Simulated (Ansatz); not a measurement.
Relaxation of the cluster Pt₄ with RKS PBE0-D4/def2-SVP.

```sh
$ ansatz run in.yaml --threads 4 --pin off --events-out ev --progress --plain --max-ram 3916MiB
```

```yaml
crystal:
  periodic: [false, false, false]
  atoms:
    - {symbol: Pt, position_ang: [0.630130, 0.369820, -1.759680]}
    - {symbol: Pt, position_ang: [1.460860, 0.333920, 0.594180]}
    - {symbol: Pt, position_ang: [-1.461480, -0.333380, -0.593240]}
    - {symbol: Pt, position_ang: [-0.629510, -0.370360, 1.758740]}
basis:
  gaussian: {orbitals: def2-SVP}
hamiltonian: {xc: pbe0, dispersion: d4}
scf: {lower_state_search: "off"}
output: {orbitals: {seedname: orbitals}}
relax: {f_tol: 0.02, max_steps: 100}
```

Run time 25 s (4 threads of Arm Neoverse V2 on a shared host).

Positions (Å) and forces (eV/Å) at steps 1, 2, 4, 6, 7, 9 of 9:

```xyz
4
step=1 energy=-12987.9707 eV
Pt    0.630    0.370   -1.760   -0.298   -0.176    0.839
Pt    1.461    0.334    0.594    0.036    0.010   -0.003
Pt   -1.461   -0.333   -0.593   -0.026   -0.005   -0.018
Pt   -0.630   -0.370    1.759    0.288    0.171   -0.819
4
step=2 energy=-12988.1107 eV
Pt    0.565    0.331   -1.577    0.087    0.052   -0.253
Pt    1.601    0.366    0.650    0.073    0.015    0.043
Pt   -1.601   -0.365   -0.650   -0.081   -0.019   -0.028
Pt   -0.565   -0.332    1.577   -0.080   -0.049    0.238
4
step=4 energy=-12988.1183 eV
Pt    0.582    0.319   -1.612   -0.003   -0.007    0.012
Pt    1.576    0.381    0.644   -0.017    0.001   -0.006
Pt   -1.586   -0.341   -0.640    0.014    0.008    0.007
Pt   -0.571   -0.358    1.607    0.006   -0.002   -0.013
4
step=6 energy=-12988.1378 eV
Pt    0.629    0.104   -1.607   -0.022   -0.015    0.062
Pt    1.490    0.583    0.656   -0.062   -0.012   -0.025
Pt   -1.615   -0.126   -0.605    0.061    0.016    0.025
Pt   -0.504   -0.562    1.556    0.023    0.011   -0.063
4
step=7 energy=-12988.0584 eV rejected
Pt    0.665   -0.087   -1.587   -0.388    0.278    0.797
Pt    1.415    0.760    0.667   -0.644   -0.611   -0.356
Pt   -1.640    0.062   -0.574    0.882   -0.262    0.261
Pt   -0.439   -0.735    1.495    0.151    0.596   -0.702
4
step=9 energy=-12988.1410 eV
Pt    0.639    0.038   -1.594    0.000    0.000   -0.001
Pt    1.453    0.640    0.655    0.001    0.000    0.000
Pt   -1.612   -0.060   -0.590   -0.001    0.000    0.000
Pt   -0.480   -0.618    1.529    0.000    0.000    0.001
```

In the def2 sets Pt takes a core potential; there is no spin–orbit coupling. The restricted singlet is unstable towards broken spin symmetry at other levels; at PBE0-D4/def2-SVP this wasn't settled. The relaxation made no stability test and no search for a lower SCF solution. The structure comes from a short search, and lower isomers may exist.
